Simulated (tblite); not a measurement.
Calculated harmonic vibrations of the isolated species, GFN2-xTB (tblite), most abundant isotopes, no scaling. Errors from tens to a few hundred cm⁻¹ against measured bands are possible. Modes of hydrogen on phosphorus and silicon can be 10 to 20 % off. One conformer each. Thermal functions are those of the rigid rotor and harmonic oscillator, without mixing of conformers.

Question: Order these by their ideal-gas entropy at 500 K and 1 bar, highest first (J/(mol K)).
A. `CC(C)/C(F)=P\C[SiH3]`
B. `C(C(C)C)[P@](C=C)(=O)C#C`
C. `C[C@@H](F)[C@@H](C)C1=CC=CC=N1`
D. `CC(=O)O[C@@H]1CC[Si]1(N)N`
E. `CC(C)(C)c1csnn1`
F. `CC[P@H](=S)CCCO`

Answer: D (610.1), B (601.5), A (564.7), C (551.4), F (544.0), E (501.7).

```
                     SMILES  atoms  mass (u)  symmetry number  modes under 300 cm⁻¹  ZPE (kJ/mol)  S translation (J/(mol K))  S rotation  S vibration      S     Cp
  CC(=O)O[C@@H]1CC[Si]1(N)N     22    160.07                1                    11         456.5                      182.9       131.9        295.3  610.1  290.5
     C#C[P@](=O)(C=C)CC(C)C     23    156.07                1                    11         488.2                      182.6       133.3        285.6  601.5  293.7
       CC(C)/C(F)=P\C[SiH3]     20    150.04                1                    10         401.3                      182.1       131.8        250.8  564.7  261.7
C[C@@H](F)[C@@H](C)c1ccccn1     23    153.10                1                     8         495.9                      182.3       132.2        236.9  551.4  279.8
            CC[P@H](=S)CCCO     21    152.04                1                     9         454.0                      182.3       131.0        230.8  544.0  257.2
            CC(C)(C)c1csnn1     19    142.06                1                     6         401.8                      181.4       129.0        191.3  501.7  235.9
```

Entropies and Cp are for 500 K and 1 bar.
